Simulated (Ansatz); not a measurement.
Isolated molecules relaxed with PBE0-D4/def2-TZVP in Ansatz; ΔE leaves out vibrations. CCSD(T)/CBS is the MP2 limit (def2-TZVPP, def2-QZVPP) plus CCSD(T) − MP2 in def2-TZVPP, frozen cores. DFT in def2-TZVPP. B3LYP here is the variant with VWN-RPA as its local correlation; programs differ in this. One conformer a species, not always the lowest.

`C=C=C[SiH2]C` + `COC=O` → `C[SiH2]C=O` + `C=C=COC`  (formal exchange of groups at the Si–C bond)

```
             level  ΔE (eV)
          B3LYP-D4     1.50
           ωB97X-V     1.53
    MP2/def2-TZVPP     1.62
SCS-MP2/def2-QZVPP     1.55
```

What does CCSD(T)/CBS give? (Best estimate.)

The calculation gave: +1.52 eV. The listed levels differ from it by -0.02, 0.01, 0.10, 0.03 eV.

Largest T1 diagnostic among the species: 0.015.

From PBE to PBE0 (25 % exact exchange), in def2-TZVPP and without D4, ΔE moves by +0.06 eV.
